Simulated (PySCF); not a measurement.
Compound: C3H11OSSi2 (doublet state).
Structure used (GFN2-xTB), in Å, numbered top down from 1:
```xyz
18
C3H11OSSi2 angstrom
C     -2.3592    1.1725    0.0185
C     -2.2779   -0.2722   -0.4533
Si    -0.5593   -0.7499   -1.1187
Si     0.8949   -0.3380    0.6258
O      0.5893   -1.4240    1.8061
S      2.9872   -0.7345    0.1201
C      3.2202    0.5402   -1.1490
H     -1.6561    1.3524    0.8304
H     -2.1219    1.8532   -0.7965
H     -3.3597    1.4102    0.3771
H     -2.5549   -0.9330    0.3691
H     -3.0148   -0.4309   -1.2410
H     -0.7007   -2.0522   -1.7990
H     -0.1952    0.1961   -2.1913
H      1.2702   -1.9292    2.2432
H      3.0424    1.5194   -0.7159
H      2.5391    0.3602   -1.9754
H      4.2476    0.4661   -1.4913
```

The hyperfine couplings belong to this conformer and change with its torsions.

Identity: `CC[SiH2][Si](O)SC` [radical].

Theory: UKS B3LYP, pcH-1 on C H O S Si, non-relativistic, mean-field spin-orbit, GIAO in PySCF 2.14.0. One conformer (not necessarily the lowest) at the GFN2-xTB geometry, without solvent, vibrations or thermal averaging. Couplings are sensitive to structure, and on GFN2-xTB geometries they can be far from those on DFT ones, by a factor of two or more for some ions and for spin on atoms past the first row. No stability test was run, so a lower SCF solution isn't excluded.

Question: The isotropic 13C couplings are +4.7, -3.9, +1.9 MHz. Assign them to C1; C2; C7.

Answer: 
| site | a_iso (MHz) | ρ(0) (bohr⁻³) | position | distance from Si4 (Å) | spin population | largest \|T\| (MHz) |
| --- | --- | --- | --- | --- | --- | --- |
| C1 | +4.7 | +0.0042 | 3 bonds from Si4 | 3.64 | +0.01 | 1.9 |
| C2 | -3.9 | -0.0035 | 2 bonds from Si4 | 3.35 | -0.01 | 1.1 |
| C7 | +1.9 | +0.0017 | 2 bonds from Si4 | 3.05 | -0.01 | 0.7 |

Question: Match the computed a_iso(29Si) values -512.2, -171.5 MHz with the sites Si3; Si4.

Answer: 
| site | a_iso (MHz) | ρ(0) (bohr⁻³) | position | distance from Si4 (Å) | spin population | largest \|T\| (MHz) |
| --- | --- | --- | --- | --- | --- | --- |
| Si3 | -171.5 | +0.1932 | 1 bond from Si4 | 2.31 | +0.13 | 39.1 |
| Si4 | -512.2 | +0.5768 | largest spin population | 0.00 | +0.66 | 122.9 |

ρ(0) is the spin density at the nucleus and T the dipolar tensor; a_iso includes a spin–orbit part; entries for several nuclei are means. The largest Mulliken spin populations are on Si4 (+0.66), Si3 (+0.13), S6 (+0.11) and O5 (+0.06). No atom but Si4 exceeds +0.15. The angles at Si4 add up to 324.4°, so it is pyramidal.

Nuclei that the bonding pattern makes equivalent are averaged, as if the motion that swaps them (rotation, inversion, ring flip) were fast. The 1H value of +27.1 MHz is a mean of couplings from -5.3 to 59.6 MHz in this one geometry, not an average over conformers. The 1H value of +4.3 MHz is a mean of couplings from 1.7 to 7.0 MHz in this one geometry, not an average over conformers.
